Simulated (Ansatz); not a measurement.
```json
{"atom": "B", "x (Å)": "0.0000", "y (Å)": "0.0000", "z (Å)": "0.0000"}
{"atom": "O", "x (Å)": "0.0000", "y (Å)": "0.0000", "z (Å)": "1.2650"}
{"atom": "O", "x (Å)": "0.0000", "y (Å)": "0.0000", "z (Å)": "-1.2650"}
```

Basis set: pcseg-2 (spherical functions). Charge 0, multiplicity 2.

Computed with Ansatz (development build ahead of 0.2.0); each method stands on the lowest determinant of its kind that the runs found. Restricted functionals stand beside restricted open-shell atoms, which can lie above the unrestricted atoms usual in DFT and then raise those values.

The atomization energy at this shape (free ground-state atoms in the same class of orbitals less the molecule, no zero-point energy) of doublet BO2:

| method | atomization energy |
| --- | --- |
| ROHF | 9.39 eV |

**Question.** What does PBE (restricted open-shell) give?

**Answer.** 15.36 eV. Caution for ROHF: in another basis set an unrestricted determinant lies well below.

The shape needn't be a minimum at these levels.
